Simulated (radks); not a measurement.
Problem. The lead ion Pb16+, configuration [Kr] 4d10 4f14 5s2 5p4 (the NIST ground configuration). Method: Dirac Kohn-Sham, PBE, spin-unpolarised, spherical densities, finite nucleus; open shells fill j = l - 1/2 first; Fermi nuclear charge, rms radius 5.5012 fm; computed with a radial shooting solver on a logarithmic mesh with Libxc functionals.

Spin-orbit splittings of the eigenvalues, e(l+1/2) - e(l-1/2), with zeta = 2 splitting/(2l+1) and mean radii in bohr:

| shell | occ. | splitting (eV) | zeta (eV) | <r> j=l-1/2 | <r> j=l+1/2 |
|---|---|---|---|---|---|
| 2p | 6 | 2190 | 1460 | 0.05487 | 0.06379 |
| 3p | 6 | 489.1 | 326.1 | 0.1643 | 0.1806 |
| 3d | 10 | 104.2 | 41.68 | 0.1568 | 0.1618 |
| 4p | 6 | 120.5 | 80.30 | 0.3842 | 0.4181 |
| 4d | 10 | 22.65 | 9.058 | 0.4215 | 0.4322 |
| 4f | 14 | ? | ? | 0.4390 | 0.4445 |
| 5p | 4 | 28.88 | 19.25 | 0.8347 | 0.8940 |
| 5d | 0 | 5.010 | 2.004 | 0.9790 | 0.9962 |

Estimate the 4f splitting.

Solution. 5.241 eV (zeta = 1.497 eV).
